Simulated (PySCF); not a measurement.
MoF6, SMILES [F][Mo]([F])([F])([F])([F])[F], multiplicity 1. Atoms are numbered in the order given.

```xyz
7

Mo     0.0000     0.0000     0.0000
F      0.0000     1.8285     0.0000
F      0.0000    -1.8285     0.0000
F      0.0000     0.0000    -1.8285
F      1.8285     0.0000     0.0000
F     -1.8285     0.0000     0.0000
F      0.0000     0.0000     1.8285
```
Charge 0, spin multiplicity 1.

Geometry optimised at B3LYP-D3(BJ)/def2-SVP. The spin state was assumed, not searched. The isomer is the one that the SMILES or the coordinates give; other isomers of the formula were not compared. The def2 effective core potentials stand for the cores of Mo; spin–orbit coupling is left out.

Method: PBE/def2-TZVP (PySCF).

ESP charges are fitted to the potential on shells at 1.4 to 2.0 van der Waals radii. Atomic charges (e):

```
atom  ESP fit      Löwdin  Mulliken
----  -------  ----------  --------
Mo1      1.30  (withheld)      1.82
F2      -0.22  (withheld)     -0.30
F3      -0.22  (withheld)     -0.30
F4      -0.22  (withheld)     -0.30
F5      -0.22  (withheld)     -0.30
F6      -0.22  (withheld)     -0.30
F7      -0.22  (withheld)     -0.30
```

Q: Fill in the missing entries. (Estimate from the structure and the level; the computed values follow.)

A: 
- Mo1, Löwdin: 0.84
- F2, Löwdin: -0.14
- F3, Löwdin: -0.14
- F4, Löwdin: -0.14
- F5, Löwdin: -0.14
- F6, Löwdin: -0.14
- F7, Löwdin: -0.14
